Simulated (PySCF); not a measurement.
NMR data simulated for an unnamed compound:

¹H NMR (500 MHz, computed): δ 6.59 (m, 1H), 6.31 (m, 1H), 6.22 (m, 1H), 4.65 (s, 2H), 3.86 (s, 3H), 3.25 (s, 3H).

¹³C{¹H} NMR (computed): δ 130.5 (C), 126.4 (CH), 118.1 (CH), 112.1 (CH), 70.2 (CH2), 57.2 (CH3), 34.1 (CH3).

[PySCF: coordinates at the GFN2-xTB level; σ from GIAO-PBE0/pcSseg-1; non-relativistic Hamiltonian; fast rotation and ring inversion assumed for equivalent nuclei; single conformer; no solvent]

δ = σ(ref) − σ, references computed at the same level: ¹H (σ = 31.72 ppm), ¹³C (σ = 186.93 ppm) against TMS.

Task: Which of these does the molecule contain: a heteroaromatic ring, a methoxy group, a Si–CH3 group, an N-methyl group, a (CH3)2CH unit, a non-aromatic C=C double bond?

Result: 
- A heteroaromatic ring: yes.
- A methoxy group: yes (δC 57.2; δH 3.25 (s)).
- A Si–CH3 group: no.
- An N-methyl group: yes (δC 34.1; δH 3.86 (s)).
- A (CH3)2CH unit: no.
- A non-aromatic C=C double bond: no.

The data belong to SMILES COCc1cccn1C, C7H11NO; they needn't prove each group on their own.

Carbon signals by region: 4 in the sp2 and nitrile region (100–160 ppm), 2 at 50–100 ppm, 1 below 50 ppm.

Shifts are as computed. Against solution values, carbons near 30 ppm lie about +3 ppm off and those near 130 ppm about +5 ppm. Of 1211 compounds with measured shifts, 218 miss one by over three times the rms of a fit or turn the order of signals round; such compounds aren't used in these exercises. No couplings were computed; multiplicities are counted from neighbouring protons, with m where these are inequivalent, close in shift, in a saturated or five-membered ring or joined by F or P, and br s for small geminal =CH2 splittings.
